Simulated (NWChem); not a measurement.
System: C2H3FO2Si; SMILES O=C1OC[Si@H]1F

Here is an NWChem input.

```
start job
memory heap 200 mb stack 900 mb global 1100 mb
geometry units angstroms
  O      1.908886    -1.084313     0.348008
  C      0.785733    -0.759743     0.110702
  O     -0.304203    -1.546132     0.250116
  C     -1.402848    -0.696628    -0.144942
  Si    -0.222867     0.772445    -0.552336
  F     -0.412205     2.016482     0.448058
  H     -1.945946    -1.174725    -0.960412
  H     -2.084877    -0.577872     0.699204
  H     -0.107729     1.329090    -1.879924
end
basis spherical
  * library def2-svp
end
dft
  xc xpbe96 cpbe96
  disp vdw 4
  iterations 150
end
driver
  maxiter 120
end
task dft optimize
task dft freq
```

The level has its own optimisation; frequencies are unscaled. Brackets give each atom's bonded neighbours.

Q: What results follow from this input? (PBE-D3(BJ)/def2-SVP.) Quantities: r C–O [C(OOSi)–O(C)] (Å); r C–O [C(OOSi)–O(CC)] (Å); r C–Si [C(OOSi)–Si(CCFH)] (Å); r C–O [C(HHOSi)–O(CC)] (Å); highest harmonic frequency (cm⁻¹); lowest (cm⁻¹); zero-point energy (kcal/mol); dipole (D).

A: 
- r C–O [C(OOSi)–O(C)] (Å) = 1.198
- r C–O [C(OOSi)–O(CC)] (Å) = 1.400
- r C–Si [C(OOSi)–Si(CCFH)] (Å) = 1.950
- r C–O [C(HHOSi)–O(CC)] (Å) = 1.467
- highest harmonic frequency (cm⁻¹) = 3070
- lowest (cm⁻¹) = 108
- zero-point energy (kcal/mol) = 31.6
- dipole (D) = 3.45
